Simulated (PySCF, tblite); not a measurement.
C8H8OS.
SMILES with atom numbers: `[CH2:1]=[CH:2][S@@:3](=[O:4])[c:5]1[cH:6][cH:7][cH:8][cH:9][cH:10]1` (hydrogens: H11, H12 on C1; H13 on C2; H14 on C6; H15 on C7; H16 on C8; H17 on C9; H18 on C10)

Geometry (GFN2-xTB, Å), atoms numbered from 1 in this order:
```xyz
18
C8H8OS angstrom
C      3.043    0.604    0.459
C      2.170    0.739   -0.514
S      1.471   -0.738   -1.319
O      2.029   -1.889   -0.610
C     -0.160   -0.405   -0.561
C     -0.534   -1.124    0.557
C     -1.764   -0.878    1.142
C     -2.608    0.077    0.599
C     -2.229    0.784   -0.531
C     -0.999    0.543   -1.119
H      3.497    1.437    0.969
H      3.329   -0.387    0.776
H      1.818    1.671   -0.920
H      0.144   -1.868    0.948
H     -2.064   -1.433    2.018
H     -3.568    0.268    1.055
H     -2.893    1.523   -0.955
H     -0.691    1.083   -2.003
```

Level of theory: PBE0/pcSseg-1 in PySCF (dipole) on a GFN2-xTB geometry, gas phase.

Take the most abundant isotopes and a rigid rotor. The values belong to one conformer with, in the numbering `[CH2:1]=[CH:2][S@@:3](=[O:4])[c:5]1[cH:6][cH:7][cH:8][cH:9][cH:10]1`, C1–C2–S3–O4 3°, C2–S3–C5–C6 -101°.

(1) What are A, B and C (MHz)?

(2) What kind of rotor is it?

(3) Is it planar, by Δ = Ic − Ia − Ib?

(4) Which lines would a microwave search look for?

(5) Estimate the classical rotational partition function at 10 K, 100 K and 298.15 K.

Results:

(1) Ia = 213.83, Ib = 647.47, Ic = 680.41 u·Å²; 505379 MHz·u·Å²/I gives A = 2364, B = 780.5, C = 742.8 MHz.

(2) A near-prolate asymmetric top. Ray's parameter κ = (2B − A − C)/(A − C) = -0.953; −1 is the prolate and +1 the oblate limit.

(3) Not planar: Δ = Ic − Ia − Ib = -180.89 u·Å². For a rigid frame Δ = −2 Σ m c², so Σ m c² = 90.44 u·Å² lies off the ab plane: 12.91 from hydrogen and 77.53 from heavier atoms. The atom farthest from that plane is 2.48 Å away.

(4) The dipole components are |μa| = 2.08 D, |μb| = 2.61 D, |μc| = 1.17 D. The squared components, which scale the intensities, stand as 0.63 : 1.00 : 0.20 (a : b : c). Some lines, for components of 0.1 D or more:

```
type  branch         J(Ka,Kc)    MHz  lower level (cm⁻¹)
   c       Q  4(1,4) ← 4(0,4)   1421               0.508
   b       Q  1(1,0) ← 1(0,1)   1621               0.051
   b       Q  2(1,1) ← 2(0,2)   1659               0.152
   b       R  3(0,3) ← 2(1,2)   3021               0.204
   a       R  2(0,2) ← 1(0,1)   3046               0.051
   b       R  1(1,1) ← 0(0,0)   3106               0.000
   c       R  1(1,0) ← 0(0,0)   3144               0.000
   b       Q  4(2,3) ← 4(1,4)   4996               0.555
   a       R  5(0,5) ← 4(0,4)   7603               0.508
   b       R  4(2,3) ← 3(1,2)  10785               0.362
   c       R  5(2,3) ← 4(1,3)  12256               0.568
   c       R  5(2,4) ← 4(1,4)  12611               0.555
```

(5) Point group C1, symmetry number σ = 1; q = (√π/σ)·√((kT/h)³/(ABC)), k/h = 20836.6 MHz/K: 4550 at 10 K, 144000 at 100 K, 741000 at 298.15 K.

Its GFN2-xTB frequencies are all real (lowest 46 cm⁻¹). Constants of a rigid frame at the computed geometry: no zero-point averaging, no centrifugal distortion.
